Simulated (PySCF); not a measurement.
**Pb³⁷⁺: ionisation energy**

Pb³⁷⁺ [Kr] 4d9 [4d3/2^4 4d5/2^5, M_J = 5/2] → Pb³⁸⁺ [Kr] 4d8 [4d3/2^4 4d5/2^4, M_J = 4], as a difference of total energies. Calculation: PySCF 2.14, in an even-tempered Gaussian basis (17 s from 4.1 bohr⁻², ratio 2.8; 14 p from 5.4 bohr⁻², ratio 2.8; 9 d from 5.4 bohr⁻², ratio 2.8; 3 f from 25 bohr⁻², ratio 3); the two-component X2C-1e Hamiltonian. Correlated levels: [Ar] 3d10 frozen; the 92 highest virtual spinors dropped. "Screened" scales the spin-orbit matrix elements by Boettger's factors to mimic the two-electron term; Breit and QED terms are absent.

```tsv
method	ionisation energy (eV)
GHF (spin-free)	1770.1
GMP2 (spin-free)	1770.6
GHF (screened spin-orbit)	1758.6
GMP2 (screened spin-orbit)	1759.0
```

Breit and QED terms and the two-electron picture change are absent.

The spin-free rows relax to the high-spin LS determinant and lack the spin-orbit shift.

The labels give the starting determinants; with spin-orbit coupling the two ends relaxed to ⟨J²⟩ = 8.75, ⟨L²⟩ = 6.13, ⟨S²⟩ = 0.88 and ⟨J²⟩ = 20.00, ⟨L²⟩ = 13.18, ⟨S²⟩ = 1.87.

For comparison: 1760 ± 4 eV (theoretical estimate listed by NIST; NIST Atomic Spectra Database, ionization energies).
